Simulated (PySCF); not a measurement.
Checking a proposed structure

A compound C5H12Si2 gives the data below (simulated from a calculation) and was assigned the structure `C#CCC(C)([SiH3])[SiH3]`.

$^{13}$C{$^{1}$H} NMR (computed): δ 105.4 (CH), 85.1 (C), 24.0 (CH3, 2C), 7.7 (C).

$^{1}$H NMR (500 MHz, computed): δ 4.40 (d, 2H), 3.80 (s, 3H), 1.93 (t, 1H), 1.34 (s, 6H).

[PySCF: GFN2-xTB geometry; shielding tensors at PBE0/pcSseg-1 (GIAO); in vacuum; a single conformation; rapidly exchanging positions averaged; non-relativistic]

Chemical shifts δ = σref − σ; $^{1}$H (31.72 ppm), $^{13}$C (186.93 ppm) against TMS, all at this level.

(1) Compare with the shifts computed for the proposed structure, pairing carbons in order of shift.

(2) Which isomer fits?

Results:

(1) Mapped SMILES: `[CH:1]#[C:2][CH2:3][C:4]([CH3:5])([SiH3:6])[SiH3:7]` (H(Xn): hydrogen on atom n).

```json
{"atom": "C2", "computed for proposal": "86.1", "given list": "105.4", "difference": "-19.3"}
{"atom": "C1", "computed for proposal": "79.6", "given list": "85.1", "difference": "-5.5"}
{"atom": "C3", "computed for proposal": "28.6", "given list": "24.0", "difference": "+4.6"}
{"atom": "C5", "computed for proposal": "21.5", "given list": "24.0", "difference": "-2.5"}
{"atom": "C4", "computed for proposal": "8.4", "given list": "7.7", "difference": "+0.7"}
```

The rms difference is 9.3 ppm and the largest -19.3 ppm at C2 (alkyne carbon). The proposal also would give 5 carbon signals, not 4. The carbon types in order of shift don't match either: C, CH, CH2, CH3, C for the proposal against CH, C, CH3, CH3, C in the data. The proposal doesn't fit.

(2) `C#C[SiH2]C(C)(C)[SiH3]`.

1. Carbon types of the structure: 2 × C, 1 × CH, 2 × CH3, leaving 5 H on heteroatoms.
2. δC 105.4: terminal alkyne carbon.
3. δC 85.1: alkyne carbon; the triple bond shields along its axis, which puts it between sp3 and sp2 carbons.
4. δC 24.0: methyl carbon; saturated and bonded to C and H only.
5. δC 7.7: fully substituted sp3 carbon bonded to 2 Si; an electropositive neighbour leaves it electron-rich and shielded.

Other isomers checked: C#CC[Si](C)(C)[SiH3] (rms 16.9 ppm); [SiH3]CCC1=C[SiH2]C1 (rms 40.1 ppm).

This is the structure that produced the data.

Shifts are as computed. Against solution values, carbons near 30 ppm lie about +3 ppm off and those near 130 ppm about +5 ppm. Of 1211 compounds with measured shifts, 218 miss one by over three times the rms of a fit or turn the order of signals round; such compounds aren't used in these exercises. No couplings were computed; multiplicities are counted from neighbouring protons, with m where these are inequivalent, close in shift, in a saturated or five-membered ring or joined by F or P, and br s for small geminal =CH2 splittings.
